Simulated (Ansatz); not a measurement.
AlH₄NSeSi (`[SeH][SiH]1[NH][AlH]1`). Total charge 0; spin multiplicity 1. All single points use the PBE0-D4/def2-TZVP geometry. It is one conformer, not always the lowest.

```xyz
8

Se   -0.818   -1.652    1.657
Si   -0.583   -0.225   -0.119
N     0.726    0.940   -0.053
Al    1.287   -0.023   -1.439
H    -2.095   -1.070    2.089
H    -1.946    0.343   -0.313
H     0.891    1.709    0.580
H     2.538   -0.022   -2.402
```

Task: What is the dipole moment at ωB97M-V/def2-TZVPP? (Estimate.)

Result: Ansatz gave: 1.94 D, with components (0.82, 1.40, -1.06) D in this frame, pointing from negative to positive charge.

Task: And with PBE, r2SCAN, B3LYP? (An estimate is asked.)

Result: Ansatz gave: PBE 1.74 D, r2SCAN 1.85 D, B3LYP 1.81 D.

Task: Give the Mulliken charges with ωB97M-V, PBE, B3LYP in def2-TZVPP. (Best estimate.)

Result: Ansatz gave: 
```tsv
atom	ωB97M-V	PBE	B3LYP
Se1	-0.21	-0.18	-0.20
Si2	0.22	0.18	0.26
N3	-0.33	-0.27	-0.34
Al4	0.27	0.25	0.30
H5	0.07	0.05	0.05
H6	-0.04	-0.07	-0.08
H7	0.08	0.11	0.10
H8	-0.07	-0.07	-0.09
```

B3LYP here is the variant with VWN-RPA as its local correlation; programs differ in this.
